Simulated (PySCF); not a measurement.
Compound: C₂H₈Si₂.
InChI=1S/C2H8Si2/c3-1-2-4/h1-2H,3-4H3/b2-1-

Theory: PBE0-D3(BJ)/def2-SVP geometry optimisation, gas phase (PySCF).

Take the most abundant isotopes and a rigid rotor. 

(1) What are A, B and C (cm⁻¹)?

(2) Classify the top.

(3) Is it planar, by Δ = Ic − Ia − Ib?

(4) Give the coordinates in the principal-axis frame, origin at the centre of mass.

(5) Where do the levels up to J = 4 lie, in cm⁻¹?

(6) Which types of transition are allowed, and where do some lines up to J = 3 fall?

Results:

(1) Ia = 58.68, Ib = 233.38, Ic = 280.22 u·Å²; 505379 MHz·u·Å²/I gives 8613, 2166 and 1803 MHz, that is A = 0.28728, B = 0.07223, C = 0.06016 cm⁻¹.

(2) An asymmetric top: κ = (2 × 2166 − 8613 − 1803)/(8613 − 1803) = -0.89.

(3) Not planar: Δ = Ic − Ia − Ib = -11.83 u·Å². For a rigid frame Δ = −2 Σ m c², so Σ m c² = 5.92 u·Å² lies off the ab plane, practically all of it from hydrogen. The atom farthest from that plane is 1.25 Å away.

(4) The sense of each axis is arbitrary; atoms in the order of the calculation.
```json
{"atom": "Si1", "mass (u)": "27.977", "a (Å)": "1.803", "b (Å)": "0.442", "c (Å)": "-0.001"}
{"atom": "C2", "mass (u)": "12.000", "a (Å)": "0.685", "b (Å)": "-1.063", "c (Å)": "0.006"}
{"atom": "C3", "mass (u)": "12.000", "a (Å)": "-0.661", "b (Å)": "-1.061", "c (Å)": "-0.004"}
{"atom": "Si4", "mass (u)": "27.977", "a (Å)": "-1.811", "b (Å)": "0.434", "c (Å)": "0.001"}
{"atom": "H5", "mass (u)": "1.008", "a (Å)": "2.653", "b (Å)": "0.446", "c (Å)": "-1.230"}
{"atom": "H6", "mass (u)": "1.008", "a (Å)": "2.710", "b (Å)": "0.420", "c (Å)": "1.188"}
{"atom": "H7", "mass (u)": "1.008", "a (Å)": "0.983", "b (Å)": "1.690", "c (Å)": "0.028"}
{"atom": "H8", "mass (u)": "1.008", "a (Å)": "1.192", "b (Å)": "-2.040", "c (Å)": "0.005"}
{"atom": "H9", "mass (u)": "1.008", "a (Å)": "-1.164", "b (Å)": "-2.039", "c (Å)": "-0.014"}
{"atom": "H10", "mass (u)": "1.008", "a (Å)": "-3.216", "b (Å)": "-0.067", "c (Å)": "0.079"}
{"atom": "H11", "mass (u)": "1.008", "a (Å)": "-1.665", "b (Å)": "1.244", "c (Å)": "-1.248"}
{"atom": "H12", "mass (u)": "1.008", "a (Å)": "-1.554", "b (Å)": "1.322", "c (Å)": "1.175"}
```

(5) Above 0(0,0):
J = 1: 1(0,1) 0.1324, 1(1,1) 0.3474, 1(1,0) 0.3595
J = 2: 2(0,2) 0.3967, 2(1,2) 0.6001, 2(1,1) 0.6364, 2(2,1) 1.2815, 2(2,0) 1.2820
J = 3: 3(0,3) 0.7919, 3(1,3) 0.9789, 3(1,2) 1.0514, 3(2,2) 1.6787, 3(2,1) 1.6812, 3(3,1) 2.7845, 3(3,0) 2.7845
J = 4: 4(0,4) 1.3166, 4(1,4) 1.4834, 4(1,3) 1.6040, 4(2,3) 2.2079, 4(2,2) 2.2152, 4(3,2) 3.3150, 4(3,1) 3.3151, 4(4,1) 4.8617, 4(4,0) 4.8617
The levels of one J sum to (2J + 1)J(J + 1)(A + B + C)/3.

(6) The dipole components are |μa| = 0.15 D, |μb| = 0.76 D, |μc| = 0.00 D. Intensities carry the squares of the components, which stand as 0.04 : 1.00 : 0.00 (a : b : c). Some lines, for components of 0.1 D or more:

```
type  branch         J(Ka,Kc)    MHz  lower level (cm⁻¹)
   b       R  2(0,2) ← 1(1,1)   1476               0.347
   a       Q  3(1,2) ← 3(1,3)   2172               0.979
   a       R  1(0,1) ← 0(0,0)   3969               0.000
   b       R  3(0,3) ← 2(1,2)   5748               0.600
   a       R  2(1,2) ← 1(1,1)   7576               0.347
   b       Q  3(1,2) ← 3(0,3)   7779               0.792
   a       R  2(0,2) ← 1(0,1)   7923               0.132
   b       Q  3(2,1) ← 3(1,2)  18882               1.051
   b       Q  2(2,0) ← 2(1,1)  19356               0.636
   b       Q  2(2,1) ← 2(1,2)  20427               0.600
   b       Q  3(2,2) ← 3(1,3)  20979               0.979
   b       R  2(2,1) ← 1(1,0)  27641               0.360
   b       R  3(2,2) ← 2(1,1)  31248               0.636
   b       R  3(2,1) ← 2(1,2)  32408               0.600
   b       Q  3(3,0) ← 3(2,1)  33076               1.681
   b       R  3(3,0) ← 2(2,1)  45057               1.282
```

No frequency check. These are rigid-rotor constants of the computed structure; measured ground-state constants (B0) also hold zero-point vibration. A rigid rotor knows nothing of internal rotation, which can split or shift real lines.
